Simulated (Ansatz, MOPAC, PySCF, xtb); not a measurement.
Lewis adduct: GaH2I (SMILES [GaH2][I]) (first 4 atoms) with H2O (SMILES O); geometry from B3LYP-D3(BJ)/def2-TZVP, rigid monomers moved along the line of their centres of mass till Ga1···O5 is 2.94 Å.
(charge 0, multiplicity 1):
```xyz
7

Ga    -0.027    -1.207     1.509
I     -0.162     1.068     0.285
H      1.396    -1.837     1.484
H     -1.411    -1.920     1.662
O      0.023    -0.341     4.315
H      0.188     0.588     4.083
H     -0.848    -0.367     4.733
```

```tsv
level	interaction energy (kcal/mol)	cost
AM1	-10.11	-
PM3	-20.72	-
PM6	-4.17	-
PM7	-4.54	-
GFN1-xTB	-10.95	-
GFN2-xTB	-18.22	-
HF/STO-3G (no counterpoise)	-9.52	-
HF/3-21G (no counterpoise)	-17.24	-
HF/def2-SVPD	-8.09	-
HF/def2-TZVPPD	-7.94	-
PBE/def2-TZVPPD	-8.26	×1
PBE-D3(BJ)/def2-TZVPPD	-9.16	×1
PBE-D4/def2-TZVPPD	-9.27	×1
r2SCAN/def2-TZVPPD	-9.48	×2
r2SCAN-D3(BJ)/def2-TZVPPD	-9.82	×2
r2SCAN-D4/def2-TZVPPD	-9.78	×2
B3LYP/3-21G (no counterpoise)	-20.57	-
B3LYP/def2-TZVPPD	-7.47	×1
B3LYP-D3(BJ)/def2-TZVPPD	-9.04	×1
B3LYP-D4/def2-TZVPPD	-9.06	×1
PBE0/def2-TZVPPD	-8.44	×2
PBE0-D3(BJ)/def2-TZVPPD	-9.33	×2
PBE0-D4/def2-TZVPPD	-9.36	×2
wB97X-V/def2-TZVPPD	-9.52	×4
wB97M-V/def2-TZVPPD	-9.50	×4
MP2/def2-SVPD	-8.96	-
MP2/def2-TZVPPD	-9.06	-
MP2/CBS(def2-SVPD, def2-TZVPPD)	-9.17	-
SCS-MP2/def2-SVPD	-8.57	-
SCS-MP2/def2-TZVPPD	-8.63	-
CCSD/def2-SVPD	-8.55	-
CCSD/def2-TZVPPD	-8.64	-
CCSD(T)/def2-SVPD	-8.68	×4
CCSD(T)/def2-TZVPPD	-8.83	×90*
CCSD(T)/CBS(def2-SVPD, def2-TZVPPD)	-8.96	×100*
```

The rows run from -20.72 (PM3) to -4.17 kcal/mol (PM6). In def2-TZVPPD the value moves HF -7.94, MP2 -9.06, CCSD -8.64, CCSD(T) -8.83, a shift of -0.89 from HF to CCSD(T). From def2-SVPD to def2-TZVPPD CCSD(T) changes by -0.15. The dispersion term adds -0.90 in PBE-D3(BJ), -1.01 in PBE-D4, -0.35 in r2SCAN-D3(BJ). The 6 functionals in def2-TZVPPD without D3 or D4 span 2.05, from wB97X-V to B3LYP.

Counterpoise-corrected where a basis set is named; no monomer relaxation. Rows marked so take none.

Frozen-core correlation. Filled d and f shells under p-block atoms count as core. CBS(a, b) extrapolates the correlation energy as X⁻³ and adds the Hartree–Fock energy of set b. Rows in 3-21G, STO-3G carry no dispersion term and start afresh at each structure; the Pople sets are all-electron and without relativity. The state that AM1, PM3, PM6, PM7 reach isn't checked; PM7 holds dispersion and hydrogen-bond terms.

Run with Ansatz (a quantum-chemistry and plane-wave program); MOPAC for AM1, PM3, PM6, PM7 (differences of heats of formation); PySCF for 3-21G rows, STO-3G rows, the dispersion terms; xtb for the GFN methods.  In def2 rows elements past Kr take small-core potentials, without spin–orbit coupling.

Costs are rough ratios of core time to PBE/def2-TZVPPD (about 6 s over the structures, on one shared machine); a dash marks a level with no comparable run of its own. A star marks coupled-cluster runs past 200 virtual orbitals, where the program's memory plan changes under this machine's limit, so their costs aren't comparable with smaller runs.
